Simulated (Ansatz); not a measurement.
The cluster CuAg4⁺, relaxed as a singlet with RKS PBE-D4/def2-SVP in Ansatz, starting from the GFN2-xTB geometry. Force threshold 0.02 eV/Å.

In the def2 sets Ag takes a core potential; there is no spin–orbit coupling. The structure comes from a short search, and lower isomers may exist.

Start:

```csv
atom,x (Å),y (Å),z (Å)
Ag1,-2.792,0.164,0.508
Ag2,-1.878,-1.822,-1.085
Ag3,0.027,-0.006,0.048
Ag4,2.463,1.217,-0.928
Cu5,2.179,0.447,1.457
```

```tsv
step	energy (eV)	largest force component (eV/Å)	SCF passes
1	-60621.5110	0.600	40
2	-60621.6003	0.241	22
3	-60621.6118	0.025	22
4	-60621.6121	0.009	24
```

Force components are those of the run's own axes.

End:

```tsv
atom	x (Å)	y (Å)	z (Å)
Ag1	-2.677	0.179	0.496
Ag2	-1.787	-1.766	-1.045
Ag3	0.024	0.001	0.030
Ag4	2.346	1.171	-0.898
Cu5	2.094	0.416	1.417
```

By distances, no bond broke or formed. The bond that changes most is Ag3–Ag4, from 2.89 to 2.76 Å (atoms count from 1).

No frequencies were taken in this run, so the end may be a saddle point.

It took 6 s on 4 threads of INTEL XEON PLATINUM 8581C on a shared host.
